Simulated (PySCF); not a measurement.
Bonds (- single, = double, # triple, : aromatic): C1:C2, C2:C3, C3:C4, C4:C5, C5:P6, P6:C7, C7:C8, C8:C9, C9:C10, C10:C1, C9:C4. C1 carries H11; C2 carries H12; C3 carries H13; C5 carries H14; C7 carries H15; C8 carries H16; C10 carries H17.

Method: NMR shieldings at PBE0/pcSseg-1/GIAO, coordinates at the PBE0-D3(BJ)/def2-SVP level, in PySCF 2.14 (isolated molecule, one computed conformer, no relativistic terms).

Scale: TMS for ¹³C, ¹H; ³¹P against H3PO4 (reference shieldings calculated alike).

```json
{"atoms": "H15", "nucleus": "¹H", "count": "1", "Hirshfeld charge": "0.05", "δ (ppm)": "8.68"}
{"atoms": "C2", "nucleus": "¹³C", "count": "1", "Hirshfeld charge": "-0.05", "δ (ppm)": "132.6"}
{"atoms": "H16", "nucleus": "¹H", "count": "1", "Hirshfeld charge": "0.05", "δ (ppm)": "8.50"}
{"atoms": "H13", "nucleus": "¹H", "count": "1", "Hirshfeld charge": "0.05", "δ (ppm)": "7.93"}
{"atoms": "C7", "nucleus": "¹³C", "count": "1", "Hirshfeld charge": "-0.11", "δ (ppm)": "?"}
{"atoms": "P6", "nucleus": "³¹P", "count": "1", "Hirshfeld charge": "0.08", "δ (ppm)": "210.1"}
{"atoms": "H12", "nucleus": "¹H", "count": "1", "Hirshfeld charge": "0.05", "δ (ppm)": "7.76"}
{"atoms": "H14", "nucleus": "¹H", "count": "1", "Hirshfeld charge": "0.04", "δ (ppm)": "9.64"}
{"atoms": "C9", "nucleus": "¹³C", "count": "1", "Hirshfeld charge": "0.00", "δ (ppm)": "136.8"}
{"atoms": "C8", "nucleus": "¹³C", "count": "1", "Hirshfeld charge": "-0.04", "δ (ppm)": "141.4"}
{"atoms": "C4", "nucleus": "¹³C", "count": "1", "Hirshfeld charge": "0.00", "δ (ppm)": "139.6"}
{"atoms": "C1", "nucleus": "¹³C", "count": "1", "Hirshfeld charge": "-0.05", "δ (ppm)": "?"}
{"atoms": "C10", "nucleus": "¹³C", "count": "1", "Hirshfeld charge": "-0.05", "δ (ppm)": "?"}
{"atoms": "C5", "nucleus": "¹³C", "count": "1", "Hirshfeld charge": "-0.11", "δ (ppm)": "170.8"}
{"atoms": "H17", "nucleus": "¹H", "count": "1", "Hirshfeld charge": "0.05", "δ (ppm)": "?"}
{"atoms": "H11", "nucleus": "¹H", "count": "1", "Hirshfeld charge": "0.05", "δ (ppm)": "7.72"}
{"atoms": "C3", "nucleus": "¹³C", "count": "1", "Hirshfeld charge": "-0.04", "δ (ppm)": "?"}
```

Question: Complete the table.

Answer: 
- C7: 152.7 ppm, aromatic CH
- C10: 136.5 ppm, aromatic CH; the aromatic region
- C3: 134.1 ppm, aromatic CH; the aromatic region
- C1: 132.5 ppm, aromatic CH; the aromatic region
- H17: 8.02 ppm, hydrogen on an aromatic CH; aromatic region

Shifts are as computed. Against solution values, carbons near 30 ppm lie about +2 ppm off and those near 130 ppm about +5 ppm. Of 1313 compounds with measured shifts, 239 miss one by over three times the rms of a fit or turn the order of signals round; such compounds aren't used in these exercises. Experimental scales use liquid or dissolved standards, which lie at an offset from isolated H3PO4.
